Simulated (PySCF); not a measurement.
Ni(CO)4, C4NiO4, SMILES [O+]#[C-]->[Ni](<-[C-]#[O+])(<-[C-]#[O+])<-[C-]#[O+] at its CAM-B3LYP/def2-SVP optimised geometry (Å):

```
9

Ni    -0.9855    -1.3935     0.0000
O     -1.9703    -2.7820    -2.4172
C     -1.5924    -2.2499    -1.4885
O      1.9705    -1.3934     0.0001
C      0.8355    -1.3935     0.0000
O     -1.9692    -2.7837     2.4167
C     -1.5918    -2.2506     1.4884
O     -1.9705     1.3935     0.0002
C     -1.5919     0.3235     0.0000
```

Method: PySCF with CAM-B3LYP/def2-TZVP.

Map of the log10 of the electron density (e/bohr³), floored at −4 on the plane z = 0.8 Å:

```
|                           |
|                           |
|                           |
|    ..::..                 |
|   .:----::.               |
|  .-==+++=-:               |
| .:=+*##*+=-.              |
| .-=*#%%#*+-:.             |
| :-+*%%@%#*=-.             |
| :-+*%@@%#*+-:.            |
| :-+*#%%%#*+=-:.           |
| .-=*#%%%%#*+--:....       |
| .:=+*#%%%#*+=----:::..    |
| .:-+*#%%%#**++=====--:.   |
| .:-+*##%%##***++++++==-.  |
| .:-=+*#%%%#########**+=:. |
| .:-=**#%%%%###%%%%%%#*=-. |
| .:-+*#%%@@@%%%%%%%@%%*+-. |
| .:=+*#%@@@@%%%%%%%@%%*+-. |
| .-=+#%@@@@%%##%%%%%%#*=-. |
| .-=+#%@@@@%#########*+=:. |
| .:=+#%@@@%#****++++++=-.  |
| .:-+*#%%%#**++======-:.   |
|  :-=+*###*++=----::::.    |
|  .:-=+++++==-::....       |
|   .:-=====-::..           |
|    .::---::.              |
```
Scale: ten equal steps from -4.00 (start of ' ') to -0.780 (end of '@'), in the order ' .:-=+*#%@'; x runs from -4.00 to 4.00, y from -4.00 (bottom) to 4.00 (top).
